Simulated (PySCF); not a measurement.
I₄Si (SMILES I[Si](I)(I)I), singlet, at a GFN2-xTB geometry (core potentials on I); DF-MN15/def2-SV(P) (PySCF).

Here is a job for PySCF.
```python
from pyscf import gto, scf, dft

mol = gto.M(
    atom='''
I     2.210322   -1.014664    0.441316
Si   -0.000000    0.000000   -0.000000
I    -1.447687   -1.644300   -1.144686
I    -1.042494    0.666866    2.139701
I     0.279859    1.992099   -1.436332
''',
    basis='def2-sv(p)',
    ecp={'I': 'def2-sv(p)'},
    charge=0,
    spin=0,
    verbose=4,
)

mf = dft.RKS(mol)
mf.xc = 'mn15'
mf.grids.prune = dft.gen_grid.treutler_prune
mf = mf.density_fit(auxbasis='def2-universal-jkfit')
mf.kernel()
```

What the program printed (banner, timings and long lists left out):

```
PySCF version 2.14.0

[INPUT] verbose = 4
[INPUT] num. atoms = 5
[INPUT] num. electrons = 114
[INPUT] charge = 0
[INPUT] spin (= nelec alpha-beta = 2S) = 0
[INPUT] symmetry False subgroup None
[INPUT] Mole.unit = angstrom
[INPUT] Symbol           X                Y                Z      unit          X                Y                Z       unit  Magmom
[INPUT]  1 I      2.210322000000  -1.014664000000   0.441316000000 AA    4.176903227101  -1.917437068456   0.833966374389 Bohr   0.0
[INPUT]  2 Si     0.000000000000   0.000000000000   0.000000000000 AA    0.000000000000   0.000000000000   0.000000000000 Bohr   0.0
[INPUT]  3 I     -1.447687000000  -1.644300000000  -1.144686000000 AA   -2.735731944093  -3.107276666622  -2.163143038624 Bohr   0.0
[INPUT]  4 I     -1.042494000000   0.666866000000   2.139701000000 AA   -1.970028146502   1.260194101784   4.043448878458 Bohr   0.0
[INPUT]  5 I      0.279859000000   1.992099000000  -1.436332000000 AA    0.528856863495   3.764521523020  -2.714274103949 Bohr   0.0

nuclear repulsion = 791.343904729654
number of shells = 48
number of NR pGTOs = 280
number of NR cGTOs = 122
basis = def2-sv(p)
ecp = {'I': 'def2-sv(p)'}

******** <class 'pyscf.df.df_jk.DFRKS'> ********
method = DFRKS
initial guess = minao
damping factor = 0
level_shift factor = 0
DIIS = <class 'pyscf.scf.diis.CDIIS'>
diis_start_cycle = 1
diis_space = 8
diis_damp = 0
SCF conv_tol = 1e-09
SCF conv_tol_grad = None
SCF max_cycles = 50
direct_scf = False
XC library pyscf.dft.libxc version 7.1.2
    S. Lehtola, C. Steigemann, M. J. T. Oliveira, and M. A. L. Marques,  SoftwareX 7, 1–5 (2018)
XC functionals = mn15
    H. S. Yu, X. He, S. L. Li, and D. G. Truhlar,  Chem. Sci. 7, 5032–5051 (2016)
    H. S. Yu, X. He, S. L. Li, and D. G. Truhlar,  Chem. Sci. 7, 5032–5051 (2016)
radial grids:
    Treutler-Ahlrichs [JCP 102, 346 (1995); DOI:10.1063/1.469408] (M4) radial grids

becke partition: Becke, JCP 88, 2547 (1988); DOI:10.1063/1.454033
pruning grids: <function treutler_prune>
grids dens level: 3
symmetrized grids: False
atomic radii adjust function: <function treutler_atomic_radii_adjust>
small_rho_cutoff = 0
Set gradient conv threshold to 3.16228e-05
Initial guess from minao.
tot grids = 106688
******** <class 'pyscf.df.df.DF'> ********
auxbasis = def2-universal-jkfit
init E= -1352.98934066672
  HOMO = -1.90574699047709  LUMO = -1.67000436665058  gap/eV = 6.41488
cycle= 1 E= -1471.92658250136  delta_E= -119  |g|= 6.62  |ddm|= 17.2
  HOMO = -0.0154480124050239  LUMO = 0.0863212879498773  gap/eV = 2.76928
cycle= 2 E= -1474.53427850982  delta_E= -2.61  |g|= 4.24  |ddm|= 14.5
  HOMO = -0.268503930164563  LUMO = 0.0157517942939549  gap/eV = 7.73499
cycle= 3 E= -1476.88777433237  delta_E= -2.35  |g|= 1.09  |ddm|= 5.73
  HOMO = -0.318270936468891  LUMO = -0.141385322357639  gap/eV = 4.81330
cycle= 4 E= -1477.12773683803  delta_E= -0.24  |g|= 0.761  |ddm|= 2.33
  HOMO = -0.293614612321524  LUMO = -0.083104320840917  gap/eV = 5.72828
cycle= 5 E= -1477.32039210995  delta_E= -0.193  |g|= 0.0388  |ddm|= 0.971
  HOMO = -0.299953078251251  LUMO = -0.0866187075987099  gap/eV = 5.80512
cycle= 6 E= -1477.32081449276  delta_E= -0.000422  |g|= 0.00676  |ddm|= 0.0998
  HOMO = -0.298947692989157  LUMO = -0.0848988649108051  gap/eV = 5.82457
cycle= 7 E= -1477.3208294576  delta_E= -1.5e-05  |g|= 0.000882  |ddm|= 0.0175
  HOMO = -0.298926397374975  LUMO = -0.0849933302461068  gap/eV = 5.82142
cycle= 8 E= -1477.32082985616  delta_E= -3.99e-07  |g|= 0.000219  |ddm|= 0.00213
  HOMO = -0.298942664998968  LUMO = -0.0850132508471262  gap/eV = 5.82132
cycle= 9 E= -1477.32082988718  delta_E= -3.1e-08  |g|= 2.32e-05  |ddm|= 0.000835
  HOMO = -0.298939393291315  LUMO = -0.0850098247637021  gap/eV = 5.82132
cycle= 10 E= -1477.32082988745  delta_E= -2.68e-10  |g|= 6.41e-06  |ddm|= 7.45e-05
  HOMO = -0.298939521898933  LUMO = -0.0850084895684802  gap/eV = 5.82136
Extra cycle  E= -1477.32082988743  delta_E= 1.55e-11  |g|= 9.53e-06  |ddm|= 2.32e-05
converged SCF energy = -1477.32082988743
```
